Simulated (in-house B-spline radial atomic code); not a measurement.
## Lu3+: [Xe] 4f14

Computed with an all-electron radial atomic-structure program (B-spline basis): Dirac-Kohn-Sham LC-wPBE, spherical fractional occupations, Fermi nucleus of rms radius 5.37 fm.

Z_r = [3n² - l(l+1)]/(2<r>); Z_e = n√(-2ε); the last column is Slater's effective charge. Values are occupation-weighted means over j. An effective charge above Z reflects the relativistic contraction of the inner shells.

| shell | electrons | ε (eV) | <r> (bohr) | Z_r | Z_e | Slater |
| --- | --- | --- | --- | --- | --- | --- |
| 1s | 2 | -63176 | 0.01932 | 77.63 | 68.14 | 70.70 |
| 2s | 2 | -10775 | 0.08124 | 73.85 | 56.28 | 66.85 |
| 2p | 6 | -9541.1 | 0.07248 | 68.98 | 52.96 | 66.85 |
| 3s | 2 | -2466.7 | 0.2121 | 63.64 | 40.39 | 59.75 |
| 3p | 6 | -2091.4 | 0.2114 | 59.12 | 37.19 | 59.75 |
| 3d | 10 | -1613.4 | 0.1925 | 54.55 | 32.67 | 49.85 |
| 4s | 2 | -517.1 | 0.478 | 50.21 | 24.66 | 43.25 |
| 4p | 6 | -392.85 | 0.5069 | 45.37 | 21.49 | 43.25 |
| 4d | 10 | -223.9 | 0.5484 | 38.30 | 16.23 | 31.85 |
| 5s | 2 | -93.497 | 1.173 | 31.98 | 13.11 | 13.35 |
| 5p | 6 | -63.219 | 1.367 | 26.71 | 10.78 | 13.35 |
| 4f | 14 | -41.458 | 0.7156 | 25.16 | 6.98 | 20.45 |

The least bound orbital is 4f7/2 at -40.8 eV, while the most diffuse is 5p3/2 (<r> = 1.401 bohr against 0.7216 bohr): energy order and size order differ.

Spin-orbit splittings of the orbital energies (j = l + 1/2 above j = l - 1/2 when positive): 2p 1117 eV, 3p 238.4 eV, 3d 52.03 eV, 4p 54.13 eV, 4d 9.877 eV, 5p 7.192 eV, 4f 1.539 eV.

For the 1s electron the small component carries 7.11 % of the norm, the zero-frequency Breit interaction raises the level by 212.2 eV, self-energy by 130.9 eV, and vacuum polarisation lowers it by 23.68 eV.

The density falls to 0.001 bohr⁻³ at 3.055 bohr; Σ<r²> = 31.871 bohr² gives, by the non-relativistic formula and without the paramagnetism of open shells, a Langevin diamagnetic susceptibility of -25.24×10⁻⁶ cm³/mol.
